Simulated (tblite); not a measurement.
A geometry optimisation, step by step.

Species: C5H10N2OSi.
Numbering: `[CH3:1][C:2](=[O:3])[N:4]([CH3:5])[SiH2:6][CH2:7][C:8]#[N:9]` (hydrogens: H10, H11, H12 on C1; H13, H14, H15 on C5; H16, H17 on Si6; H18, H19 on C7)

Computed with GFN2-xTB (tblite), gas phase: L-BFGS steps from a force-field or distance-geometry start until the largest atomic force falls under 0.01 eV/Å. 6 of its 178 geometries are shown.

Step 0: E = -746.1749 eV, largest atomic force 4.827 eV/Å
```
atom  x, y, z in Å  |  force x, y, z in eV/Å
C1     -2.608    0.985   -0.533   -1.689   0.347   0.022
C2     -1.388    0.779    0.262    3.532   0.393   3.266
O3     -1.067    1.533    1.252   -1.136  -2.236  -3.311
N4     -0.462   -0.277    0.004   -0.650   1.414   0.005
C5     -0.680   -1.246   -1.073   -0.758  -0.669   1.230
Si6     1.000   -0.433    1.067   -1.898   0.228   0.852
C7      2.409    0.563    0.341    0.862   0.466  -0.675
C8      3.125   -0.247   -0.612    1.366  -1.169  -1.838
N9      3.694   -0.908   -1.395   -1.578   1.716   2.121
H10    -3.001    0.070   -1.015    0.364   0.528   0.197
H11    -2.490    1.798   -1.284    0.124  -0.636   0.427
H12    -3.418    1.350    0.175    0.929  -0.345  -0.710
H13    -1.296   -0.830   -1.874    0.622   0.003  -0.082
H14    -1.299   -2.054   -0.602    0.388   0.180  -0.528
H15     0.265   -1.712   -1.398   -0.492   0.568  -0.037
H16     0.711    0.167    2.394    0.038  -0.303  -0.436
H17     1.371   -1.840    1.284   -0.174   0.092  -0.321
H18     3.097    0.822    1.172   -0.295   0.045  -0.600
H19     2.028    1.487   -0.160    0.444  -0.623   0.418
```

Step 35: E = -746.9234 eV, largest atomic force 0.151 eV/Å
```
atom  x, y, z in Å  |  force x, y, z in eV/Å
C1     -2.520    0.947   -0.464    0.011  -0.001   0.003
C2     -1.180    0.772    0.190    0.025   0.093   0.116
O3     -0.720    1.595    0.977    0.037  -0.077   0.039
N4     -0.432   -0.321   -0.027   -0.120  -0.026   0.041
C5     -0.698   -1.297   -1.051    0.011  -0.055  -0.026
Si6     0.889   -0.379    1.148   -0.049   0.027  -0.043
C7      2.316    0.652    0.395    0.060  -0.003  -0.031
C8      2.944   -0.153   -0.605    0.038   0.047  -0.015
N9      3.415   -0.837   -1.393   -0.011   0.048  -0.004
H10    -2.966   -0.007   -0.726   -0.011  -0.036  -0.006
H11    -2.424    1.556   -1.361    0.037  -0.003  -0.035
H12    -3.168    1.475    0.232    0.019   0.027  -0.035
H13    -1.063   -0.806   -1.950   -0.055  -0.007  -0.052
H14    -1.420   -2.048   -0.724   -0.086   0.004   0.029
H15     0.231   -1.802   -1.296    0.081  -0.048  -0.004
H16     0.528   -0.020    2.510   -0.012  -0.015  -0.067
H17     1.271   -1.796    1.059   -0.009   0.006   0.052
H18     3.050    0.912    1.155    0.007   0.024  -0.012
H19     1.938    1.567   -0.062    0.029  -0.005   0.052
```

Step 71: E = -747.0413 eV, largest atomic force 0.069 eV/Å
```
atom  x, y, z in Å  |  force x, y, z in eV/Å
C1     -2.322    1.024   -0.589   -0.004   0.021   0.006
C2     -1.086    0.672    0.178    0.006  -0.007  -0.037
O3     -0.570    1.421    1.004    0.019  -0.019   0.028
N4     -0.465   -0.499   -0.006    0.019   0.000  -0.019
C5     -0.892   -1.517   -0.931   -0.004   0.058  -0.026
Si6     0.932   -0.505    1.087   -0.022   0.012   0.005
C7      2.262    0.758    0.530    0.026  -0.006  -0.043
C8      2.831    0.345   -0.712    0.031   0.002  -0.049
N9      3.269   -0.016   -1.707   -0.045   0.034   0.040
H10    -3.106    0.298   -0.385   -0.017  -0.039  -0.025
H11    -2.115    1.023   -1.658   -0.010  -0.013   0.023
H12    -2.658    2.013   -0.283    0.003  -0.020  -0.032
H13    -0.950   -1.123   -1.949    0.004   0.022   0.028
H14    -1.872   -1.914   -0.655    0.008   0.009   0.022
H15    -0.167   -2.326   -0.920   -0.010   0.006   0.036
H16     0.559   -0.356    2.483   -0.019  -0.018   0.017
H17     1.456   -1.854    0.825    0.007   0.008   0.016
H18     3.055    0.811    1.275   -0.016  -0.014   0.007
H19     1.829    1.753    0.419    0.024  -0.039   0.001
```

Step 106: E = -747.0576 eV, largest atomic force 0.063 eV/Å
```
atom  x, y, z in Å  |  force x, y, z in eV/Å
C1     -2.301    0.987   -0.643   -0.009   0.021   0.005
C2     -1.064    0.689    0.145    0.004  -0.004  -0.010
O3     -0.550    1.471    0.941    0.015  -0.003   0.027
N4     -0.452   -0.494    0.017    0.021  -0.014  -0.032
C5     -0.873   -1.516   -0.904    0.012  -0.004  -0.003
Si6     0.925   -0.495    1.127    0.002   0.013  -0.008
C7      2.321    0.703    0.587    0.000   0.006  -0.034
C8      2.672    0.470   -0.777   -0.052   0.002   0.035
N9      2.910    0.263   -1.878    0.009   0.003   0.004
H10    -3.069    0.252   -0.407   -0.011   0.018  -0.022
H11    -2.087    0.933   -1.708   -0.001  -0.006  -0.003
H12    -2.659    1.982   -0.394   -0.002   0.008   0.004
H13    -0.796   -1.157   -1.934   -0.008  -0.039   0.011
H14    -1.905   -1.819   -0.710    0.026   0.000  -0.003
H15    -0.225   -2.382   -0.788   -0.011   0.029   0.000
H16     0.516   -0.290    2.505   -0.007  -0.013   0.030
H17     1.428   -1.861    0.913   -0.001  -0.009   0.017
H18     3.193    0.530    1.218    0.000   0.034  -0.037
H19     2.006    1.741    0.696    0.014  -0.040   0.020
```

Step 142: E = -747.0787 eV, largest atomic force 0.079 eV/Å
```
atom  x, y, z in Å  |  force x, y, z in eV/Å
C1     -2.124    1.014   -0.772    0.012   0.018   0.005
C2     -0.979    0.642    0.112    0.021   0.031   0.030
O3     -0.464    1.409    0.929   -0.019  -0.022  -0.004
N4     -0.436   -0.576    0.073    0.009  -0.004  -0.009
C5     -0.829   -1.611   -0.845   -0.002   0.009  -0.005
Si6     0.905   -0.522    1.236   -0.006  -0.007   0.003
C7      2.295    0.644    0.607   -0.007   0.008   0.011
C8      2.193    0.787   -0.808    0.010  -0.045   0.040
N9      2.072    0.870   -1.943   -0.024   0.009  -0.075
H10    -2.992    0.401   -0.536    0.000  -0.018   0.002
H11    -1.856    0.846   -1.814    0.009   0.015  -0.003
H12    -2.369    2.061   -0.618   -0.008   0.000  -0.018
H13    -0.572   -1.331   -1.870    0.000  -0.011  -0.003
H14    -1.903   -1.797   -0.787   -0.003  -0.001   0.015
H15    -0.299   -2.525   -0.589    0.012   0.003   0.012
H16     0.499   -0.275    2.608   -0.016   0.006  -0.005
H17     1.386   -1.910    1.108    0.028   0.012  -0.027
H18     3.278    0.251    0.860   -0.016  -0.021   0.001
H19     2.185    1.629    1.057    0.001   0.020   0.029
```

Step 177: E = -747.0839 eV, largest atomic force 0.009 eV/Å
```
atom  x, y, z in Å  |  force x, y, z in eV/Å
C1     -2.054    1.032   -0.815   -0.005   0.005   0.002
C2     -0.960    0.639    0.122   -0.002   0.002  -0.003
O3     -0.460    1.396    0.957    0.005   0.002  -0.001
N4     -0.436   -0.588    0.099    0.004   0.001  -0.001
C5     -0.836   -1.628   -0.808    0.005   0.004   0.005
Si6     0.903   -0.529    1.262   -0.003  -0.009   0.000
C7      2.274    0.640    0.595   -0.008  -0.003   0.003
C8      2.068    0.822   -0.804    0.004  -0.001  -0.008
N9      1.851    0.931   -1.923    0.003   0.005   0.003
H10    -2.906    0.364   -0.705   -0.003  -0.001   0.002
H11    -1.689    0.959   -1.838    0.003   0.003  -0.005
H12    -2.358    2.054   -0.611   -0.001  -0.001   0.002
H13    -0.620   -1.343   -1.841    0.002  -0.002   0.004
H14    -1.904   -1.838   -0.714    0.002  -0.004   0.002
H15    -0.278   -2.529   -0.569    0.002  -0.001  -0.002
H16     0.502   -0.290    2.637   -0.001   0.000  -0.002
H17     1.410   -1.907    1.114   -0.001   0.002   0.004
H18     3.263    0.216    0.765   -0.003  -0.001  -0.004
H19     2.218    1.610    1.085   -0.001  -0.001  -0.001
```

Task: Summarise the path.

Result: The energy falls by 20.96 kcal/mol from step 0 to step 177; nine tenths of that is first reached at step 55. It rises by more than 0.2 meV at step 141. The largest force goes from 4.827 to 0.009 eV/Å. Among the bonds C2–N4 changes most, from 1.428 to 1.335 Å; the atoms move by 1.033 Å rms after alignment.

The cost below is that of the whole relaxation. The run took 3.9 s wall on AMD EPYC, one thread, on a shared host.
